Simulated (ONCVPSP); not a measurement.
# What one change does to a pseudopotential (Au, ONCV)

ONCVPSP 4.0.1 input, shortened (lines: element, Z, core and valence counts, functional; n l f; lmax; l rc ep ncon nbas qcut; lloc lpopt rc5 dvloc0; l nproj debl; icmod fcfact rcfact), PBE, fully relativistic:

```
  Au 79.00   10    4        4      upf
    1    0    2.00
    2    0    2.00
    2    1    6.00
    3    0    2.00
    3    1    6.00
    3    2   10.00
    4    0    2.00
    4    1    6.00
    4    2   10.00
    4    3   14.00
    5    0    2.00
    5    1    6.00
    5    2   10.00
    6    0    0.75
    2
    0    1.55    0.00    4    9    8.50
    1    1.15    0.00    4    6    8.40
    2    1.40    0.00    5    9    7.90
    4    5    1.15    0.00
    0    3    4.00
    1    1    0.60
    2    1    3.50
    3    2.00    1.65
```

Open shells are filled in proportion to 2j + 1.

Change: core correction Teter function fitted to the true core (icmod 2), fcfact 0.65.

Cutoffs: the cutoffs (Ha) at which the residual kinetic energy of the hardest occupied pseudo-wave falls to 1 and 0.1 mHa per electron; they do not see the model core or the augmentation charge, which bear on the density cutoff. Errors are all-electron minus pseudo energies relative to the spin-unpolarised reference configuration.

Problem. What does the change do?

Solution. The potential gets neither clearly harder nor softer (63 Ha and 78 Ha → 63 Ha and 78 Ha); of the 4 tests that both files solve, the error grows in 1 and shrinks in 2 by more than 15 % and 0.3 meV (median size 1.3 → 1.9 meV); neither file shows a bound ghost. A model core, the more so a compact one, raises the density cutoff, which this test does not measure.

| quantity | base | changed |
| --- | --- | --- |
| cutoff, loose | 63 Ha | 63 Ha |
| cutoff, tight | 78 Ha | 78 Ha |
| bound ghosts | none | none |
| GHOST(+) flags under 300 eV | none | none |
| error for 5s2 5p6 5d10 6s1, meV [ΔE -1.67 eV] | -0.2 | -0.1 |
| error for 5s2 5p6 5d10 6s0, meV [ΔE 7.76 eV] | -1.4 | -0.6 |
| error for 5s2 5p6 5d9 6s0, meV [ΔE 28.99 eV] | +1.3 | +3.1 |
| error for 5s2 5p5 5d10 6s1, meV [ΔE 65.57 eV] | -8.6 | -5.9 |
| s: phases at 1.58 bohr within 0.05 rad from the reference energy up to (Ha; the scan ends near 5) | to the end of the scan | to the end of the scan |
| p3/2: phases at 1.17 bohr within 0.05 rad from the reference energy up to (Ha; the scan ends near 5) | 3.4 | 3.4 |
| p1/2: phases at 1.17 bohr within 0.05 rad from the reference energy up to (Ha; the scan ends near 5) | 3.2 | 3.2 |
| d5/2: phases at 1.42 bohr within 0.05 rad from the reference energy up to (Ha; the scan ends near 5) | 4.2 | 4.2 |
| d3/2: phases at 1.42 bohr within 0.05 rad from the reference energy up to (Ha; the scan ends near 5) | 4.2 | 4.2 |
| rms error of d²Exc/dni dnj with the model core, mHa | 3.36 | 3.52 |
